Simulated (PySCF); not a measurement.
## How methods differ on the ionisation energy of Ho²⁺

Ho²⁺ [Xe] 4f11 (high-spin determinant) → Ho³⁺ [Xe] 4f10 (high-spin determinant), as a difference of total energies. Computed with PySCF 2.14 in ANO-RCC-VTZP, with the spin-free X2C one-electron Hamiltonian (Gaussian nucleus). Correlated levels: valence: [Kr] 4d10 frozen; valence and next inner shell: [Ar] 3d10 frozen. The calculations carry no spin-orbit coupling.

```tsv
method	ionisation energy (eV)
UHF	18.549
LDA	24.910
PBE	24.433
PBE0	23.276
r2SCAN	23.523
MP2 (valence)	23.645
SCS-MP2 (valence)	23.154
MP2 (valence and next inner shell)	24.193
SCS-MP2 (valence and next inner shell)	23.512
```

Task: How much does correlation contribute at MP2 (valence and next inner shell)?

Result: 24.193 − (18.549) = 5.644 eV, measured against UHF.

A first-order spin-orbit estimate (lowest level to lowest level, LS coupling) adds -0.051 eV.

Errors of the correlated levels include the incompleteness of this basis and the frozen core.

The determinant of Ho³⁺ and of Ho²⁺ mixes LS terms, which raises its energy above the lowest term, most at the Hartree-Fock and MP2 levels.

For comparison: 22.79 ± 0.03 eV (semi-empirical (NIST evaluation); NIST Atomic Spectra Database, ionization energies).
